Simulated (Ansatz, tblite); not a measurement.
Breaking a bond: C2, singlet.

Computed with: GFN2-xTB, 300 K electronic temperature (tblite); RKS-PBE = restricted PBE/def2-SVP in Ansatz (a program for electronic structure); RHF/def2-SVP (Ansatz).

Total energies in hartree (comparable only within one method and basis):

| R / Å | GFN2-xTB | RKS-PBE | RHF |
|---|---|---|---|
| 0.92 | -3.81620 | -75.37279 | -74.97566 |
| 1.00 | -3.96087 | -75.55637 | -75.15135 |
| 1.08 | -4.02784 | -75.66129 | -75.24920 |
| 1.11 | -4.03909 | -75.68612 | -75.27190 |
| 1.19 | -4.04383 | -75.72462 | -75.31943 |
| 1.22 | -4.03855 | -75.73098 | -75.33417 |
| 1.25 | -4.03048 | -75.73398 | -75.34582 |
| 1.26 | -4.02727 | -75.73433 | -75.34887 |
| 1.35 | -3.98983 | -75.72605 | -75.36123 |
| 1.36 | -3.98498 | -75.72413 | -75.36122 |
| 1.45 | -3.93818 | -75.70110 | -75.35248 |
| 1.54 | -3.88949 | -75.67559 | -75.33286 |
| 1.70 | -3.82762 | -75.64246 | -75.28526 |
| 1.87 | -3.78611 | -75.60832 | -75.22997 |
| 2.03 | -3.74873 | -75.57716 | -75.18007 |
| 2.23 | -3.70731 | -75.54216 | -75.14177 |
| 2.48 | -3.66558 | -75.50569 | -75.12444 |
| 2.77 | -3.63131 | -75.47296 | -75.11749 |
| 3.05 | -3.61049 | -75.44954 | -75.11432 |

The scan ran from 0.92 to 4.98 Å; beyond the distances shown full CI changes its symmetry label. The restricted form behind RKS-PBE, RHF keeps the bonding electrons paired and can't separate into open-shell fragments.
